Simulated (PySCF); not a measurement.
2,5-dimethylbenzaldehyde, C9H10O.
Numbering: `[CH3:1][c:2]1[cH:3][cH:4][c:5]([CH3:6])[c:7]([CH:8]=[O:9])[cH:10]1` (hydrogens: H11, H12, H13 on C1; H14 on C3; H15 on C4; H16, H17, H18 on C6; H19 on C8; H20 on C10)

Method used: PySCF, PBE0-D3(BJ)/def2-SVP geometry optimisation, gas phase.

(1) Give the optimised bond lengths and angles.

Answers

(1) 
| bond | length (Å) |
| --- | --- |
| C1–C2 | 1.501 |
| C2–C3 | 1.397 |
| C3–C4 | 1.394 |
| C4–C5 | 1.396 |
| C5–C6 | 1.498 |
| C5–C7 | 1.415 |
| C7–C8 | 1.477 |
| C8=O9 | 1.207 |
| C7–C10 | 1.399 |
| C2–C10 | 1.396 |
| C1–H11, C1–H12, C1–H13 | 1.101 |
| C3–H14 | 1.094 |
| C4–H15 | 1.093 |
| C6–H16, C6–H17, C6–H18 | 1.100 |
| C8–H19 | 1.122 |
| C10–H20 | 1.096 |

Bonds in one row agree within 0.01 Å and their mean is given. A selection of angles:
| angle | degrees |
| --- | --- |
| C1–C2–C3 | 121.9 |
| C1–C2–C10 | 121.2 |
| C3–C2–C10 | 116.9 |
| C2–C3–C4 | 121.4 |
| C3–C4–C5 | 122.0 |
| C4–C5–C6 | 120.3 |
| C4–C5–C7 | 116.9 |
| C6–C5–C7 | 122.8 |
| C5–C7–C8 | 123.1 |
| C5–C7–C10 | 120.5 |
| C8–C7–C10 | 116.5 |
| C7–C8–O9 | 126.5 |
| C2–C10–C7 | 122.3 |

Dihedral angles: C5–C7–C8–O9 0° (synperiplanar). The mirror-image conformer, all signs reversed, is as good.

The 6-membered ring C2–C3–C4–C5–C7–C10 has internal angles of 116.9° to 122.3° (sum 720°, against 720° for a flat polygon); it is planar, 0.00 Å rms from its mean plane, widest ring torsion 0°. Of the pairs four or more bonds apart, C6···O9 is among the closest relative to their van der Waals radii: 2.84 Å, 88 % of the sum of Bondi's values. The 10 heavy atoms lie in one plane (0.003 Å rms). The 9 C–C bonds span 1.394 Å (C3–C4, aromatic) to 1.501 Å (C1–C2, drawn single), a spread of 0.107 Å.

Point group: near Cs, missed by 0.11 Å at most; the miss may be what the optimiser left on a soft mode. Not checked by PBE0-D3(BJ)/def2-SVP frequencies. The numbers are those of one conformer.

Hardware: one thread, Intel Xeon at 2.70 GHz (x86_64), no GPU, shared host with 64 logical CPUs at a one-minute load of 61. Cost: 6.5 min, 0.89 GiB resident at most. These figures are those of the optimisation.
